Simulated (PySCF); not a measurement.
**Te⁺: excitation energy**

Te⁺ [Kr] 4d10 5s2 5p3 (4S) → Te⁺ [Kr] 4d10 5s1 5p3 5d1 (6D), as a difference of total energies. Computed with PySCF 2.14 in x2c-QZVPPall with one added diffuse shell each of s, p, d, f type (14s10p8d5f1g, 128 functions), with the spin-free X2C one-electron Hamiltonian (Gaussian nucleus). Correlated levels: valence: [Kr] 4d10 frozen; valence and next inner shell: [Ar] 3d10 frozen. The calculations carry no spin-orbit coupling.

| method | excitation energy (eV) |
| --- | --- |
| UHF | 15.649 |
| LDA | 18.466 |
| PBE | 17.993 |
| PBE0 | 17.688 |
| r2SCAN | 17.528 |
| r2SCAN0 | 17.401 |
| BHandHLYP | 17.986 |
| TPSS | 17.836 |
| MP2 (valence) | 16.856 |
| SCS-MP2 (valence) | 17.251 |
| MP2 (valence and next inner shell) | 18.027 |
| SCS-MP2 (valence and next inner shell) | 18.173 |

**Question.** How much does correlation contribute at MP2 (valence and next inner shell)?

**Answer.** 18.027 − (15.649) = 2.378 eV, measured against UHF.

A first-order spin-orbit estimate (lowest level to lowest level, LS coupling) adds -0.040 eV.

The promoted electron is Rydberg-like, and one or two diffuse shells describe it only roughly, which tends to raise the upper state.
